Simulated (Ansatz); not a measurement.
Geometry optimisation, Ansatz, RKS B3LYP/STO-3G.

input.yaml

```yaml
crystal:
  periodic: [false, false, false]
  atoms:
    - { symbol: C, position_ang: [-0.6208, -1.104, 0.9346] }
    - { symbol: C, position_ang: [0.3864, -0.2148, 0.2208] }
    - { symbol: F, position_ang: [1.5831, -0.4137, 0.8147] }
    - { symbol: Al, position_ang: [0.6174, -0.7092, -1.7129] }
    - { symbol: Si, position_ang: [-0.0444, 1.6009, 0.3144] }
    - { symbol: F, position_ang: [1.1689, 2.5475, -0.3866] }
    - { symbol: H, position_ang: [-0.3718, -2.1328, 0.8676] }
    - { symbol: H, position_ang: [-1.6275, -0.8975, 0.4459] }
    - { symbol: H, position_ang: [-0.7314, -0.7618, 2.038] }
    - { symbol: H, position_ang: [0.40618, 0.50178, -2.79342] }
    - { symbol: H, position_ang: [1.08835, -2.09186, -2.14253] }
    - { symbol: H, position_ang: [-1.3032, 1.8613, -0.3399] }
    - { symbol: H, position_ang: [-0.2255, 2.0189, 1.7296] }
basis:
  gaussian: { orbitals: STO-3G }
hamiltonian:
  xc: b3lyp
relax:
  f_tol: 0.015
  max_steps: 40
```

Run as:

```bash
$ ansatz run input.yaml --threads 1 --pin off --max-ram 2048MiB --backend cpu --events-out ev --progress --plain --runs-dir out
```

Where does it end, and by what steps?

The run converged. The force dipped under the threshold on the way, but the program's further checks kept it going. Limits of this set-up: minimal basis. After 29 steps the energy has fallen by 2.365 eV; H11 moved furthest, 2.17 Å. Joined: Al4–Si5, Al4–F6.

```csv
step,energy less start (eV),largest force component (eV/Å),accepted
0,0.0000,4.450,yes
2,-0.7589,0.274,yes
4,-0.7743,0.092,yes
6,-0.7821,0.274,yes
8,-0.8002,0.094,yes
10,-0.8119,0.309,yes
12,-0.8165,0.159,yes
14,-0.8230,0.059,yes
16,-0.8354,0.103,yes
18,-0.9799,0.781,yes
20,-1.8946,1.634,yes
22,-2.0894,3.694,no
24,-2.3526,0.266,yes
26,-2.3641,0.053,yes
28,-2.3648,0.015,yes
29,-2.3648,0.007,yes
```

```xyz
13
Properties=species:S:1:pos:R:3
C -0.978 -1.134 0.761
C 0.366 -0.377 0.427
F 1.375 -0.860 1.301
Al 0.829 -0.218 -1.516
Si 0.142 1.540 0.468
F 0.537 1.581 -1.216
H -0.869 -2.210 0.545
H -1.810 -0.754 0.147
H -1.264 -1.039 1.822
H -0.250 -0.602 -2.484
H 2.284 -0.306 -1.867
H -1.163 2.175 0.522
H 1.130 2.408 1.082
```

Time of the run: 76 s on 1 thread of Intel(R) Xeon(R) 6975P-C (Granite Rapids), with other jobs on the host, peak memory 0.17 GiB.
